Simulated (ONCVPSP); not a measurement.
titanium (Ti): excitation energies, all-electron against ONCV

ONCVPSP 4.0.1 input, shortened (lines: element, Z, core and valence counts, functional; n l f; lmax; l rc ep ncon nbas qcut; lloc lpopt rc5 dvloc0; l nproj debl; icmod fcfact rcfact), PBE, scalar-relativistic:

```
  Ti 22.00    5    2        4      upf
    1    0    2.00
    2    0    2.00
    2    1    6.00
    3    0    2.00
    3    1    6.00
    3    2    2.00
    4    0    1.00
    2
    0    2.50    0.00    4    7    2.10
    1    2.50    0.22    4    8    3.60
    2    1.95    0.00    3    8    7.60
    4    5    1.95    3.00
    0    2    2.20
    1    2    0.60
    2    3    0.40
    0    0.00    0.00
```

In the p channel the program set the typed energies aside and used 0.050, 0.650 Ha. In the d channel the program set the typed energies aside and used -0.418, 0.250, 0.650 Ha.

Energies are relative to the spin-unpolarised reference configuration 3d2 4s1; without spin polarisation the order of configurations can differ from experiment.

```csv
valence configuration,charge,ΔE all-electron (eV),error AE − PS (meV)
3d2 4s0,+2,13.572,+160
3d1 4s0,+3,40.520,+479
3d2 4s0 4p1,+1,3.776,+19
```

Task: What are ΔE and the potential's error for 3d2 4s2?

Result: ΔE = -7.347 eV all-electron; the error (AE − PS) is +23 meV.

Levels in the configuration 3d2 4s0:

```tsv
level	all-electron (eV)	pseudo (eV)
3d	-19.680	-19.506
```

Note: ghosts flagged at negative energy: p at -24.0 eV; GHOST(+) flagged for s at 80.9 eV. A true bound ghost makes a file unfit for plane-wave use.
